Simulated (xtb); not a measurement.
xtb input (GFN2-xTB):

```bash
xtb mol.xyz --gfn 2 --ohess tight --chrg -1 --uhf 0
```
mol.xyz:
```
11

C     -2.75309820     0.33229948     0.22408588
C     -1.72550581     0.02081584    -0.59848232
C     -0.58383838    -0.92752834    -0.19431950
Ge     1.03902815     0.09456544     0.13785198
H     -3.44383986     1.01401359    -0.26837807
H     -1.62586178     0.40725259    -1.64617621
H     -0.91689828    -1.47212527     0.64865451
H     -0.40022516    -1.64768789    -1.02318974
H      0.83931820     0.98516614     1.39734833
H      1.38855582     1.05741631    -1.05700078
H      2.27179047    -0.75969661     0.40641461
```

End of the output:

```
   ------------------------------------------------------------------------
       1     72.89    -1.21463 ( 81.87%)    -0.94454 ( 18.13%)    -1.16565
       2    111.94    -0.96451 ( 96.17%)    -0.81756 (  3.83%)    -0.95889
       3    158.88    -0.76418 ( 99.03%)    -0.71388 (  0.97%)    -0.76369
   ------------------------------------------------------------------------

   temp. (K)  partition function   enthalpy   heat capacity  entropy
                                   cal/mol     cal/K/mol   cal/K/mol   J/K/mol
 298.15  VIB   32.2                 2453.463     16.613     14.947
         ROT  0.108E+06              888.752      2.981     26.010
         INT  0.348E+07             3342.215     19.594     40.957
         TR   0.120E+28             1481.254      4.968     40.135
         TOT                        4823.4688    24.5619    81.0916   339.2874

       T/K    H(0)-H(T)+PV         H(T)/Eh          T*S/Eh         G(T)/Eh
   ------------------------------------------------------------------------
    298.15    0.768669E-02    0.792669E-01    0.385293E-01    0.407376E-01
   ------------------------------------------------------------------------

         :::::::::::::::::::::::::::::::::::::::::::::::::::::
         ::                  THERMODYNAMIC                  ::
         :::::::::::::::::::::::::::::::::::::::::::::::::::::
         :: total free energy         -11.918095783584 Eh   ::
         ::.................................................::
         :: total energy              -11.958833428210 Eh   ::
         :: zero point energy           0.071580212723 Eh   ::
         :: G(RRHO) w/o ZPVE           -0.030842568096 Eh   ::
         :: G(RRHO) contrib.            0.040737644626 Eh   ::
         :::::::::::::::::::::::::::::::::::::::::::::::::::::

optimized geometry written to: xtbopt.xyz

           -------------------------------------------------
          | TOTAL ENERGY              -11.958833428210 Eh   |
          | TOTAL ENTHALPY            -11.879566528704 Eh   |
          | TOTAL FREE ENERGY         -11.918095783584 Eh   |
          | GRADIENT NORM               0.000764487415 Eh/α |
          | HOMO-LUMO GAP               2.566166573221 eV   |
           -------------------------------------------------

------------------------------------------------------------------------
------------------------------------------------------------------------
 total:
 SCF:
 ANC optimizer:
 analytical hessian:
```

It need not be the lowest isomer of its formula. Whether it binds its extra electron was not tested at this geometry.
